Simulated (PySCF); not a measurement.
C3H7F2Si (doublet state).
Geometry (GFN2-xTB, Å), atoms numbered from 1 in this order:
```
atom  x, y, z in Å
C1     1.6515    0.7088   -0.3660
C2     0.6314    0.5585    0.6955
F3     0.1090    1.7381    1.1537
C4    -0.2469   -0.6065    0.8628
Si5   -1.6869   -0.6240   -0.4254
F6    -0.9696   -0.7050   -1.8680
H7     2.3475    1.5040   -0.1018
H8     1.2051    0.9684   -1.3340
H9     2.1974   -0.2233   -0.4876
H10    0.3430   -1.5160    0.7516
H11   -0.6791   -0.5997    1.8639
H12   -2.4176    0.6295   -0.4292
H13   -2.4893   -1.8322   -0.3331
```

The hyperfine couplings belong to this conformer and change with its torsions.

As a line formula: `C[C](F)C[SiH2]F` [radical].

Method: UKS B3LYP, pcH-1 on C F H Si, non-relativistic, mean-field spin-orbit, GIAO (PySCF 2.14.0). One conformer (not necessarily the lowest) at the GFN2-xTB geometry, without solvent, vibrations or thermal averaging. The geometry wasn't refined by DFT: couplings that depend on bond lengths, twists or pyramidal angles can differ widely from those at the functional's own minimum. Stability of the SCF solution: not tested.

Task: The isotropic 13C couplings are +184.5, -24.3, -19.8 MHz. Assign them to C1; C2; C4.

Result: 
```
site  a_iso (MHz)  ρ(0) (bohr⁻³)                 position  distance from C2 (Å)  spin population  largest |T| (MHz)
  C1        -19.8        -0.0176           1 bond from C2                  1.48            -0.07                3.8
  C2       +184.5        +0.1641  largest spin population                  0.00            +0.88              162.8
  C4        -24.3        -0.0216           1 bond from C2                  1.47            -0.07                4.3
```

Task: Match the computed a_iso(19F) values +149.3, +2.1 MHz with the sites F3; F6.

Result: 
| site | a_iso (MHz) | ρ(0) (bohr⁻³) | position | distance from C2 (Å) | bound to | spin population there | largest \|T\| (MHz) |
| --- | --- | --- | --- | --- | --- | --- | --- |
| F3 | +149.3 | +0.0354 | 1 bond from C2 | 1.37 | C2 | +0.88 | 403.7 |
| F6 | +2.1 | +0.0005 | 3 bonds from C2 | 3.28 | Si5 | +0.08 | 12.7 |

Task: The isotropic 1H couplings, averaged over equivalent nuclei, are +65.2, +39.4, +11.7 MHz. Assign them to H7/H8/H9; H10/H11; H12/H13.

Result: 
| site | a_iso (MHz) | ρ(0) (bohr⁻³) | position | distance from C2 (Å) | bound to | spin population there | largest \|T\| (MHz) |
| --- | --- | --- | --- | --- | --- | --- | --- |
| H7/H8/H9 | +65.2 | +0.0146 | β, 2 bonds from C2 | 2.13 | C1 | -0.07 | 9.0 |
| H10/H11 | +39.4 | +0.0088 | β, 2 bonds from C2 | 2.10 | C4 | -0.07 | 9.7 |
| H12/H13 | +11.7 | +0.0026 | γ, 3 bonds from C2 | 3.66 | Si5 | +0.08 | 3.3 |

ρ(0) is the spin density at the nucleus and T the dipolar tensor; a_iso includes a spin–orbit part; entries for several nuclei are means. The Mulliken spin populations are largest on C2 (+0.88), Si5 (+0.08), C1 (-0.07) and C4 (-0.07). No atom but C2 exceeds +0.15. The angles at C2 add up to 354.3°, so it is nearly planar.

Means are taken over nuclei equivalent by connectivity, which assumes that they swap fast. The three 1H nuclei of mean +65.2 MHz run from 16.9 to 136.0 MHz in the frozen geometry. The 1H value of +39.4 MHz is a mean of couplings from 21.8 to 56.9 MHz in this one geometry, not an average over conformers. The 1H value of +11.7 MHz is a mean of couplings from 1.2 to 22.3 MHz in this one geometry, not an average over conformers.

Time: 38 s (with the writing of density and orbital grids); peak memory 0.82 GiB. Hardware: one thread, Arm Neoverse V2 (aarch64), shared host.
